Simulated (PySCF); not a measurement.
A structure optimised at PBE-D3(BJ)/def2-SVP, used in a PySCF frequency run:

```xyz
10

Si    -2.5684     0.1008     0.9828
N     -1.0504     0.8700     0.5089
Si     0.3524     0.1068    -0.1194
Cl     1.1130    -1.2990     1.1892
Cl     1.7685     1.5701    -0.4551
Cl    -0.0394    -0.8882    -1.8868
H     -2.3962    -1.3642     0.7162
H     -3.7183     0.6417     0.1789
H     -2.8570     0.3307     2.4406
H     -0.9672     1.8867     0.6109
```
Charge 0, spin multiplicity 1.

**Question.** Write its SMILES and formula.

**Answer.** [SiH3]N[Si](Cl)(Cl)Cl, Cl3H4NSi2

**Question.** What are its rotational constants (standard atomic weights)?

**Answer.** 1.3110, 0.83729, 0.82500 GHz
